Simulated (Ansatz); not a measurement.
silole (C$_{4}$H$_{6}$Si), singlet, geometry from GFN2-xTB. Base run: Ansatz (a first-principles code) with CCSD(T)/6-31G*.

Ansatz was given this input:
Ansatz 0.2 input:
```yaml
crystal:
  periodic: [false, false, false]
  atoms:
    - {symbol: C, position_ang: [-1.20638586, 0.78574789, -0.41109095]}
    - {symbol: C, position_ang: [0.02710569, 1.29088450, -0.29376265]}
    - {symbol: Si, position_ang: [1.21355663, -0.07286224, 0.24738050]}
    - {symbol: C, position_ang: [-0.23813991, -1.27821395, 0.25074385]}
    - {symbol: C, position_ang: [-1.35277056, -0.63209551, -0.11058672]}
    - {symbol: H, position_ang: [-2.07420278, 1.35899959, -0.70866783]}
    - {symbol: H, position_ang: [0.24603893, 2.32689193, -0.49207049]}
    - {symbol: H, position_ang: [1.78955600, 0.14895981, 1.57457124]}
    - {symbol: H, position_ang: [2.23200545, -0.39041535, -0.75478595]}
    - {symbol: H, position_ang: [-0.23451069, -2.32758409, 0.49442049]}
    - {symbol: H, position_ang: [-2.32753594, -1.09471811, -0.18861565]}
basis:
  gaussian:
    orbitals: 6-31G*
magnetization: {spin_polarized: false}
correlation: {method: ccsd_t}
```

Variants of this job, named by their change:

| change | ΔE vs base (mEh) | MP2 correlation (Eh) | CC correlation without the perturbative part (Eh) | basis functions | core-seconds (rough) |
|---|---|---|---|---|---|
| base | 0.000 | -0.57853 | -0.62541 | 91 | 6 |
| method = bccd | 27.504 | -0.57853 | -0.62418 | 91 | 6 |
| fitting = cc-pVTZ-JKFIT (mean field), cc-pVTZ-RIFIT (correlation) | 0.105 | -0.57846 | -0.62538 | 91 | 5 |
| diis_vectors = 2 | 0.000 | -0.57853 | -0.62541 | 91 | 6 |
| reference functional = pbe0 | 3.995 | - | -0.64283 | 91 | 10 |
| accuracy = high | -0.004 | -0.57853 | -0.62541 | 91 | 20 |
| electrons = all | -31.050 | -0.60972 | -0.65585 | 91 | 10 |
| method = rpa | -8.592 | - | - | 91 | 3 |
| lower_state_search = off | 0.000 | -0.57853 | -0.62541 | 91 | 6 |
| method = mp2 | 73.154 | -0.57853 | - | 91 | 2 |
